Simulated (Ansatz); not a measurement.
Ansatz (a first-principles code) input (CAM-B3LYP/def2-TZVPD):

Ansatz 0.2 input:
```yaml
crystal:
  periodic: [false, false, false]
  atoms:
    - {symbol: C, position_ang: [-0.00000000, -0.00000000, -1.28727137]}
    - {symbol: C, position_ang: [0.00000000, 0.00000000, 0.00000000]}
    - {symbol: C, position_ang: [0.00000000, 0.00000000, 1.28727137]}
basis:
  gaussian:
    orbitals: def2-TZVPD
hamiltonian:
  xc: {name: CAM-B3LYP}
total_charge: -1
magnetization: {spin_polarized: true, initial_magnetization: 1}
```

Output:

```
Functional definition: CAM-B3LYP
integrals: 0.02 GiB planned
522 factors; their error is unknown
integrals: 0.05 GiB planned
168 factors; integrals over basis functions are off by at most 3.2e-5 eV
mean field: 0.37 GiB planned
mean field evaluation 1: about -3104.1783 eV, gradient 8.6e0 eV
mean field evaluation 2: about -3104.6432 eV, gradient 3.4e0 eV
mean field evaluation 4: about -3104.7298 eV, gradient 3.8e-1 eV
mean field evaluation 8: about -3104.7372 eV, gradient 2.7e-2 eV
mean field evaluation 16: about -3104.7372 eV, gradient 5.0e-5 eV
mean field -3104.73718304 eV, -114.0969870102 hartree, gradient 5.0e-5 eV, S^2 0.775852; 0 other end points of the search recorded, 0 dependent functions left out
reference -3104.73728031 eV, -114.0969905847 hartree; 10, 9 occupied and 101, 102 virtual orbitals, 522 factors
Total energy: -3104.73728031 eV, -114.0969905847 hartree
```

This state (charge -1, doublet) is run at the relaxed geometry of the species with charge 0 and multiplicity 1.
